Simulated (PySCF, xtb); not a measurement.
C₂H₄I, SMILES [CH](C)I (connectivity only; charge and spin as stated), charge +1, multiplicity 1.

GFN2-xTB (xtb) at its own geometry gives an orbital gap of 1.82 eV.

The structure is a stationary point at B3LYP-D3(BJ)/def2-SVP. The spin state was assumed, not searched. The isomer is the one that the SMILES or the coordinates give; other isomers of the formula were not compared. The def2 effective core potentials stand for the cores of I; spin–orbit coupling is left out.

Task: What does PBE/def2-TZVPD in PySCF give? (An estimate is asked for; the answer gives what the named calculation found.)

Result: gap 2.13 eV (levels -12.45 and -10.31 eV).
